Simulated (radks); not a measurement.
Question: These are the eigenvalues of the occupied orbitals of an atom or ion with whole-number occupations (eV). Method: scalar-relativistic Kohn-Sham, PBE, spin-polarised, spherical densities, point nucleus; computed with a radial shooting solver on a logarithmic mesh with Libxc functionals.

| orbital | eigenvalue |
|---|---|
| 1s | -24166.38 |
| 2s | -3528.267 |
| 2p | -3163.206 |
| 3s | -636.0609 |
| 3p | -516.0661 |
| 3d | -325.5042 |
| 4s | -85.3318 |
| 4p | -51.1990 |
| 4d | -4.0477 |

Which element is it, and in what charge state? The configuration may be excited. Open shells, if any, are filled with parallel spins first.

Answer: Z = 46, palladium, charge 0: Pd in [Kr] 4d10. The list shows which subshells hold electrons but not how many an open one holds; the 1s level, -888.1 hartree, gives Z - s = 42.1 by -(Z - s)^2/2, which with screening and relativity narrows Z to a few neighbours, and the depths of the outer levels then fix element, charge and occupations together.
